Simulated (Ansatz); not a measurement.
BF$_{3}$ (SMILES FB(F)F), singlet, at a GFN2-xTB geometry; BLYP/6-31G* (Ansatz, an electronic-structure program).

The Ansatz input:
Ansatz 0.2 input:
```yaml
crystal:
  periodic: [false, false, false]
  atoms:
    - {symbol: B, position_ang: [-0.00000000, 0.00000000, -0.00000000]}
    - {symbol: F, position_ang: [-0.00659779, 1.30036204, -0.00088081]}
    - {symbol: F, position_ang: [1.12944220, -0.64446528, 0.00325160]}
    - {symbol: F, position_ang: [-1.12284440, -0.65589676, -0.00237079]}
basis:
  gaussian:
    orbitals: 6-31G*
hamiltonian:
  xc: blyp
accuracy: high
```

What does Ansatz print? Leave out banner, timings and long lists.


```
Functional definition: BLYP
1197 factors; integrals over basis functions are off by at most 3.3e-9 eV
mean field evaluation 1: about -8827.6466 eV, gradient 4.5e1 eV
mean field evaluation 2: about -8822.4614 eV, gradient 7.6e1 eV
mean field evaluation 4: about -8830.3907 eV, gradient 4.0e-1 eV
mean field evaluation 8: about -8830.3907 eV, gradient 1.2e-2 eV
mean field evaluation 16: about -8830.3907 eV, gradient 3.3e-8 eV
mean field -8830.39074854 eV, -324.5108745552 hartree, gradient 2.9e-8 eV, S^2 0.000000; 0 other end points of the search recorded, 0 dependent functions left out
reference -8830.39077991 eV, -324.5108757080 hartree; 16, 16 occupied and 44, 44 virtual orbitals, 1197 factors
Total energy: -8830.39077991 eV, -324.5108757080 hartree
```
